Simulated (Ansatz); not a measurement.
ClFGeH4OSi (`[F][GeH]([Cl])[O][SiH3]`). Charge 0, multiplicity 1.

Z-matrix (Å, degrees):
```
Ge
Cl 1 2.125
O 1 1.736 2 109.9
F 1 1.724 2 106.0 3 115.6
H 1 1.520 2 112.8 3 -124.3
Si 3 1.651 1 136.5 2 57.0
H 6 1.485 3 110.4 1 -22.0
H 6 1.482 3 107.6 1 -142.1
H 6 1.483 3 109.4 1 98.7
```

**Question.** List the harmonic frequencies (cm⁻¹, unscaled) at PBE0-D4/def2-TZVP in Ansatz. (Best estimate.)

**Answer.** The calculation gave: 21, 34, 87, 184, 222, 268, 442, 541, 698, 705, 720, 731, 745, 951, 958, 974, 1035, 2233, 2242, 2247, 2249.

**Question.** Is this a minimum?

**Answer.** Yes, all 21 modes are real.

**Question.** Give the ideal-gas thermochemistry at 298.15 K and 1 bar (rigid rotor, harmonic oscillator; point group C1, symmetry number 1).

**Answer.** Zero-point energy 109.4 kJ/mol; H(298) − E = 133.1 kJ/mol; entropy 397.4 J/(mol·K), of which translation 173.3, rotation 120.0, vibration 104.1; G(298) − E = 14.6 kJ/mol. Modes under 100 cm⁻¹ are hindered rotations or soft bends, so the harmonic entropy is rough.
